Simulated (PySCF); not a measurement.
Calculation: B3LYP-D3(BJ)/def2-TZVP // M06-2X/def2-TZVP (PySCF). Gas-phase values, no solvent. B3LYP has the VWN-RPA correlation part, as in Gaussian. Excitations are Tamm–Dancoff values on a coarser integration grid. The basis has no diffuse functions, so Rydberg states are missing or too high.

Reference species (SMILES): `[In]([CH3])([CH3])[CH3]` (neutral, multiplicity 1).

```json
{
  "T1 excitation (TDA)": "4.30 eV",
  "LUMO": "-1.18 eV",
  "HOMO–LUMO gap": "5.60 eV"
}
```

Changed species: `[CH3][InH][CH3]` (1 of 3 CH3 replaced by H; the reference has 0 of 3 CH3 replaced by H).

Task: Give the shifts of the T1 excitation (TDA), LUMO and HOMO–LUMO gap.

Result: the T1 excitation (TDA) drops by 0.15 eV, to 4.15 eV; the LUMO falls by 0.34 eV, to -1.52 eV; the HOMO–LUMO gap drops by 0.15 eV, to 5.45 eV.
